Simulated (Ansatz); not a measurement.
Stepwise reaction of `[F][Sc]([F])[O][SiH3]` with hydrogen chloride, as a gas-phase model of exchange steps in deposition or etching. ΔE in kJ/mol.

Isolated molecules relaxed with PBE0-D4/def2-TZVP in Ansatz; ΔE leaves out vibrations. CCSD(T)/CBS adds triple-zeta CCSD(T) − MP2 to the extrapolated MP2 energy (def2 sets, frozen cores). This one scheme is used for every species. Functionals use def2-TZVPP. B3LYP here is the variant with VWN-RPA as its local correlation; programs differ in this. For Sc outer-core shells are correlated without core-valence functions, which leaves a few kJ/mol of doubt a bond. Scalar relativity is left out up to krypton. One conformer a species, not always the lowest.

```csv
step,reaction,PBE-D4,B3LYP-D4,ωB97M-V,CCSD(T)/CBS
2,`[F][Sc]([Cl])[O][SiH3]` + HCl → `[SiH3][O][Sc]([Cl])[Cl]` + H–F,14.5,12.5,12.9,2.7
```

Task: Give the row of step 1, `[F][Sc]([F])[O][SiH3]` + HCl → `[F][Sc]([Cl])[O][SiH3]` + H–F. (An estimate is asked.)

Result: Ansatz gave: 
```tsv
step	reaction	PBE-D4	B3LYP-D4	ωB97M-V	CCSD(T)/CBS
1	`[F][Sc]([F])[O][SiH3]` + HCl → `[F][Sc]([Cl])[O][SiH3]` + H–F	12.2	10.4	9.8	0.9
```

Task: By hand: ΔE of the 2 steps together at CCSD(T)/CBS.

Result: (0.9) + (2.7) = 3.6 kJ/mol, or 1.8 kJ/mol a step.

In ΔE the steps differ by no more than 1.8 kJ/mol. PBE-D4 differs from CCSD(T)/CBS by 11.3 to 11.8 kJ/mol a step. Isolated molecules leave out the surface, adducts and barriers. Largest T1 diagnostic: 0.016.
